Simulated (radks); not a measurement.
Q: Neutral caesium, configuration [Xe] 6p1 (not the ground configuration). All-electron calculation, Dirac Kohn-Sham, BLYP, spin-unpolarised, spherical densities, finite nucleus; open shells fill j = l - 1/2 first; Fermi nuclear charge, rms radius 4.8041 fm. Program: a radial shooting solver on a logarithmic mesh with Libxc functionals. Some entries of the table are withheld. Estimate them.

| orbital | occ. | eigenvalue (eV) | <r^2> (bohr^2) | r(max) (bohr) |
|---|---|---|---|---|
| 1s1/2 | 2 | -35774.48 | 0.0009250 | 0.01678 |
| 2s1/2 | 2 | -5610.430 | 0.01477 | 0.09503 |
| 2p1/2 | 2 | (1) | 0.01088 | 0.07269 |
| 2p3/2 | 4 | (2) | 0.01216 | 0.07767 |
| 3s1/2 | 2 | -1166.883 | 0.1021 | 0.2727 |
| 3p1/2 | 2 | -1028.279 | 0.09689 | 0.2592 |
| 3p3/2 | 4 | -960.7606 | 0.1048 | 0.2702 |
| 3d3/2 | 4 | -716.9984 | 0.08711 | 0.2185 |
| 3d5/2 | 6 | -702.6614 | 0.08937 | 0.2216 |
| 4s1/2 | 2 | -220.8121 | 0.5451 | 0.6428 |
| 4p1/2 | 2 | -171.0771 | 0.5914 | (3) |
| 4p3/2 | 4 | -157.2743 | 0.6374 | (4) |
| 4d3/2 | 4 | -76.4059 | (5) | 0.7160 |
| 4d5/2 | 6 | -74.1177 | (6) | 0.7243 |
| 5s1/2 | 2 | -27.6389 | 3.410 | 1.541 |
| 5p1/2 | 2 | (7) | 4.653 | 1.724 |
| 5p3/2 | 4 | (8) | 5.123 | 1.801 |
| 6p1/2 | 1 | (9) | 64.74 | 6.344 |
| 6p3/2 | 0 | (10) | 70.27 | 6.632 |

A: 
(1) 2p1/2 eigenvalue (eV): -5278.803
(2) 2p3/2 eigenvalue (eV): -4926.380
(3) 4p1/2 r(max) (bohr): 0.6565
(4) 4p3/2 r(max) (bohr): 0.6807
(5) 4d3/2 <r^2> (bohr^2): 0.8046
(6) 4d5/2 <r^2> (bohr^2): 0.8249
(7) 5p1/2 eigenvalue (eV): -15.5363
(8) 5p3/2 eigenvalue (eV): -13.8855
(9) 6p1/2 eigenvalue (eV): -1.1581
(10) 6p3/2 eigenvalue (eV): -1.0737
